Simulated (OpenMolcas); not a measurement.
W2+ among 8 point charges of -1 e arranged as a cube (Oh), 2.11 Å from the ion.
```
   1.2182    1.2182    1.2182  -1.00
   1.2182    1.2182   -1.2182  -1.00
   1.2182   -1.2182    1.2182  -1.00
   1.2182   -1.2182   -1.2182  -1.00
  -1.2182    1.2182    1.2182  -1.00
  -1.2182    1.2182   -1.2182  -1.00
  -1.2182   -1.2182    1.2182  -1.00
  -1.2182   -1.2182   -1.2182  -1.00
```

| Item | Value |
| --- | --- |
| Program | OpenMolcas |
| Method | SS-CASPT2, IPEA 0.25 Eh, imaginary shift 0.1 Eh (closed shells correlated: 4f 5s 5p) |
| Basis | ANO-RCC-VDZP [7s6p4d2f1g] |
| Scalar Hamiltonian | DKH2, point nucleus |
| Active space | 4 electrons in 5 orbitals (5d) |
| State averaging | 2S+1 = 5 even, 5 roots; 2S+1 = 3 even, 45 roots; 2S+1 = 1 even, 50 roots |
| Spin-orbit coupling | state interaction with AMFI integrals over the reference wave functions |

(1) What is the spin-free ground state (labels of O, the rotations of Oh)?

(2) Where is the first state of the same spin?

(3) What are the lowest two levels with spin-orbit coupling?

(4) What is χT at 300 K?

Answers

(1) 5T2, 3-fold in its orbital part, 100 % from free-ion D terms; it has the highest spin that d4 allows.

(2) 5E at 9550 cm-1 above the ground state.

(3) A 1-fold level A1, then a 3-fold level T1 2580 cm-1 above it. Their leading multiplicities are 5 (50 %) and 5 (80 %).

(4) 0.16 cm3 K/mol.

Roots that are degenerate in the reference are averaged as groups; the widest CASPT2 spread within a group is 490 cm-1 (the 3-fold group of multiplicity 1 near 44300 cm-1 above the lowest state of its run). Shifts and gaps below about the spread of the groups concerned are not significant. Spin-orbit coupling mixes the spin-free states strongly: the lowest level takes only 47 % from its leading state, 5T2. This shell can be high or low spin here, a state of another spin lies low, and with metal d orbitals alone active their balance is uncertain, so the ground spin may be wrong. Point charges give a weaker field than real ligands, and real ions of this kind are as a rule low spin; the high spin found here belongs to the model. Free-ion shares, where given, are those of the reference states; single-state CASPT2 does not remix them. This is an electrostatic model: the charges have no orbitals. No measured value stands beside these numbers.
